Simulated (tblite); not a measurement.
C3H8NOSi (doublet state).
Bonds: C1–C2 (double), C2–C3, C3–O4, O4–Si5, Si5–N6. Hydrogens: H7, H8 on C1; H9 on C2; H10, H11 on C3; H12, H13 on Si5; H14 on N6.

Computed geometry: GFN2-xTB, gas phase. This method treats the open shell by occupation alone, without spin polarisation.

Question: What internal coordinates does the optimisation give?

Answer: 
```json
{"bond": "C1=C2", "length (Å)": "1.319", "order": "double"}
{"bond": "C2–C3", "length (Å)": "1.497", "order": "single"}
{"bond": "C3–O4", "length (Å)": "1.396", "order": "single"}
{"bond": "O4–Si5", "length (Å)": "1.618", "order": "single"}
{"bond": "Si5–N6", "length (Å)": "1.677", "order": "single"}
{"bond": "C1–H7", "length (Å)": "1.076", "order": "single"}
{"bond": "C1–H8", "length (Å)": "1.078", "order": "single"}
{"bond": "C2–H9", "length (Å)": "1.081", "order": "single"}
{"bond": "C3–H10, C3–H11", "length (Å)": "1.098", "order": "single"}
{"bond": "Si5–H12", "length (Å)": "1.462", "order": "single"}
{"bond": "Si5–H13", "length (Å)": "1.489", "order": "single"}
{"bond": "N6–H14", "length (Å)": "1.007", "order": "single"}
```

Bonds in one row agree within 0.01 Å and their mean is given. Orders are formal, as drawn. A selection of angles:
```json
{"angle": "C2–C1–H7", "degrees": "121.9"}
{"angle": "C2–C1–H8", "degrees": "121.7"}
{"angle": "H7–C1–H8", "degrees": "116.4"}
{"angle": "C1–C2–C3", "degrees": "124.6"}
{"angle": "C1–C2–H9", "degrees": "121.2"}
{"angle": "C3–C2–H9", "degrees": "114.2"}
{"angle": "C2–C3–O4", "degrees": "110.0"}
{"angle": "C2–C3–H10", "degrees": "109.6"}
{"angle": "C2–C3–H11", "degrees": "110.6"}
{"angle": "O4–C3–H10", "degrees": "109.1"}
{"angle": "H10–C3–H11", "degrees": "107.6"}
{"angle": "C3–O4–Si5", "degrees": "129.6"}
{"angle": "O4–Si5–N6", "degrees": "113.6"}
{"angle": "O4–Si5–H12", "degrees": "98.4"}
{"angle": "O4–Si5–H13", "degrees": "108.4"}
{"angle": "N6–Si5–H12", "degrees": "123.1"}
{"angle": "N6–Si5–H13", "degrees": "103.4"}
{"angle": "H12–Si5–H13", "degrees": "109.5"}
{"angle": "Si5–N6–H14", "degrees": "123.5"}
```

Torsions: C1–C2–C3–O4 -139° (anticlinal); C2–C3–O4–Si5 -169° (antiperiplanar); C3–O4–Si5–N6 33° (synclinal); H14–N6–Si5–O4 170° (antiperiplanar). The mirror-image conformer, all signs reversed, is as good.

Si5 (silicon bonded to N, O and 2 H) is distorted tetrahedral (angles from 98.4° to 123.1°). C2 (carbon bonded to 2 C and H) is planar (angles 124.6°, 121.2° and 114.2°, sum 360.0°, 0.00 Å off the plane of its three neighbours). Of the pairs four or more bonds apart, H8···H11 is among the closest relative to their van der Waals radii: 2.47 Å, 103 % of the sum of Bondi's values. The 2 C–C bonds span 1.319 Å (C1=C2, drawn double) to 1.497 Å (C2–C3, drawn single), a spread of 0.178 Å. C1 (carbon bonded to C and 2 H) is planar (angles 121.9°, 121.7° and 116.4°, sum 360.0°, 0.00 Å off the plane of its three neighbours).

Point group: C1 (no symmetry element, even within 0.4 Å). Its GFN2-xTB frequencies are all real (lowest 22 cm⁻¹). Torsions: C1–C2–C3–O4 -139°, C2–C3–O4–Si5 -169°, C3–O4–Si5–N6 33°, O4–Si5–N6–H 170°. 2 starts were optimised and ended at 0.00 and 0.03 kcal/mol (GFN2-xTB); the lowest of these is shown.
